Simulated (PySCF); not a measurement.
C₃H₇BO₃. Atoms are numbered in the order given.

```xyz
14

O      2.1454     0.0486     0.0336
B      0.8238    -0.2236    -0.0932
O      0.3049    -1.4846    -0.0224
C     -1.1261    -1.4226    -0.1695
C     -1.5277     0.0239     0.1516
C     -0.3214     0.8521    -0.3227
O     -0.2195     2.0792     0.3813
H      2.6794    -0.7415     0.1942
H     -1.5839    -2.1655     0.5007
H     -1.3851    -1.6977    -1.2074
H     -1.6168     0.1630     1.2418
H     -2.4892     0.3072    -0.3040
H     -0.4263     1.0373    -1.4173
H      0.7077     2.3490     0.3622
```

Geometry optimised at B3LYP-D3(BJ)/def2-SVP. The structure was generated by enumeration; whether it is a known compound was not checked. One conformer was computed; it need not be the lowest.

Level of theory: PySCF with M06-2X/def2-TZVP.

ESP charges are fitted to the potential on shells at 1.4 to 2.0 van der Waals radii. Atomic charges (e):

| atom | Mulliken | ESP fit | meta-Löwdin |
|---|---|---|---|
| O1 | -0.45 | -0.73 | -0.53 |
| B2 | 0.28 | 0.49 | 0.46 |
| O3 | -0.32 | -0.44 | -0.42 |
| C4 | -0.08 | 0.00 | 0.02 |
| C5 | -0.29 | -0.26 | -0.21 |
| C6 | -0.02 | 0.42 | 0.00 |
| O7 | -0.47 | -0.72 | -0.55 |
| H8 | 0.34 | 0.47 | 0.36 |
| H9 | 0.13 | 0.10 | 0.12 |
| H10 | 0.13 | 0.07 | 0.10 |
| H11 | 0.16 | 0.12 | 0.11 |
| H12 | 0.14 | 0.08 | 0.11 |
| H13 | 0.12 | -0.04 | 0.09 |
| H14 | 0.32 | 0.42 | 0.34 |

Computed Mayer and Wiberg (Löwdin basis) orders of the bonds:
```json
[
 {"bond": "O1–B2", "Mayer": "1.34", "Wiberg": "2.00"},
 {"bond": "B2–O3", "Mayer": "1.27", "Wiberg": "1.81"},
 {"bond": "O3–C4", "Mayer": "0.90", "Wiberg": "1.30"},
 {"bond": "C4–C5", "Mayer": "0.94", "Wiberg": "1.19"},
 {"bond": "B2–C6", "Mayer": "1.02", "Wiberg": "1.08"},
 {"bond": "C5–C6", "Mayer": "0.91", "Wiberg": "1.13"},
 {"bond": "C6–O7", "Mayer": "1.02", "Wiberg": "1.53"},
 {"bond": "O1–H8", "Mayer": "0.86", "Wiberg": "0.93"},
 {"bond": "C4–H9", "Mayer": "0.98", "Wiberg": "0.89"},
 {"bond": "C4–H10", "Mayer": "0.97", "Wiberg": "0.88"},
 {"bond": "C5–H11", "Mayer": "0.97", "Wiberg": "0.83"},
 {"bond": "C5–H12", "Mayer": "0.97", "Wiberg": "0.86"},
 {"bond": "C6–H13", "Mayer": "0.96", "Wiberg": "0.79"},
 {"bond": "O7–H14", "Mayer": "0.89", "Wiberg": "1.01"}
]
```
